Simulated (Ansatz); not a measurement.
Basis sets compared for (NaOH)2 ring (Na2O2H2). Total charge 0; singlet. Geometry r2SCAN-D4/def2-TZVP. Ansatz on 4 threads of Intel Xeon on a shared host; times are rough, and most runs start from earlier orbitals.

```tsv
atom	x (Å)	y (Å)	z (Å)
Na1	-1.317	-0.505	0.103
O2	0.545	-1.465	-0.212
Na3	1.317	0.505	-0.103
O4	-0.545	1.465	0.212
H5	0.876	-2.353	-0.340
H6	-0.876	2.353	0.341
```

```tsv
level	functions	energy (Eh)	HOMO (eV)	LUMO (eV)	wall time
PBE-D4/def2-SVP	68	-475.7148	-3.98	-1.06	0.76 s
PBE-D4/def2-TZVP	138	-476.0257	-4.32	-1.11	1.5 s
r2SCAN-D4/def2-TZVP (with forces)	138	-476.2840	-4.55	-0.49	2.7 s
PBE0-D4/def2-SVP	68	-475.7422	-5.52	-0.47	1.1 s
PBE0-D4/def2-TZVP	138	-476.0490	-5.85	-0.54	2.3 s
```

(1) Estimate the rows for PBE-D4/def2-TZVPD, r2SCAN-D4/def2-TZVPD, PBE0-D4/def2-TZVPD.

## Answers

(1) 
```tsv
level	functions	energy (Eh)	HOMO (eV)	LUMO (eV)	wall time
PBE-D4/def2-TZVPD	168	-476.0318	-4.52	-1.14	2 s
r2SCAN-D4/def2-TZVPD	168	-476.2885	-4.73	-0.51	3 s
PBE0-D4/def2-TZVPD	168	-476.0540	-6.01	-0.57	2.2 s
```
